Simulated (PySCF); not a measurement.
C₂H₆SSi.
Geometry (PBE0-D3(BJ)/def2-SVP, Å), atoms numbered from 1 in this order:
```xyz
10
C2H6SSi angstrom
C      1.5091    0.9127    0.3075
C      0.6127    0.2975   -0.4733
Si    -0.7727   -0.7431    0.2147
S     -2.7043   -0.0100   -0.3883
H      1.4736    0.8271    1.4000
H      2.3194    1.5260   -0.1027
H      0.6887    0.4205   -1.5616
H     -0.7521   -2.1309   -0.3323
H     -0.6309   -0.7706    1.7027
H     -2.5382    1.2071    0.1763
```

Level of theory: core-valence-separated Tamm–Dancoff BHandHLYP/aug-pcX-1 (pcseg-1 on H, def2-SVPD on Si, def2-SVPD on S) in PySCF, non-relativistic, gas phase, PBE0-D3(BJ)/def2-SVP geometry. BHandHLYP without relativity tends to put these K edges a few eV too low, so spacings mean more than positions.

The lowest roots of each edge with f over 0.003 (five at most, numbered afresh; weaker and dark ones are left out), with transition dipoles (au) in the frame of the coordinates:

| root | edge | E (eV) | μx | μy | μz |
| --- | --- | --- | --- | --- | --- |
| 1 | C | 282.14 | 0.0510 | -0.0687 | -0.0040 |
| 2 | C | 282.23 | -0.0584 | 0.0794 | 0.0041 |
| 3 | C | 285.79 | 0.0009 | 0.0000 | 0.0454 |
| 4 | C | 286.11 | -0.0264 | -0.0201 | -0.0118 |
| 5 | C | 286.34 | -0.0318 | 0.0084 | 0.0063 |

**Question.** What are the oscillator strengths?

**Answer.** f = (2/3) ΔE |μ|², with ΔE in hartree (27.2114 eV):

```tsv
root	ΔE (Eh)	|μ|² (au)	f	core hole on
1	10.3686	0.007339	0.051	C2
2	10.3717	0.009731	0.067	C1
3	10.5027	0.002063	0.014	C2
4	10.5143	0.001236	0.009	C1
5	10.5227	0.001121	0.008	C2
```

**Question.** Molecules are fixed in this frame and the field points along (1, 0, −1)/√2. What effective strengths 3 f cos²θ do the roots have (θ between field and μ)?

**Answer.** root 1 (C2): 0.031, root 2 (C1): 0.041, root 3 (C2): 0.021, root 4 (C1): 0.002, root 5 (C2): 0.015. Root 2 is the strongest. Averaged over all orientations cos²θ is 1/3, which gives f back.

One conformer stands for the species.
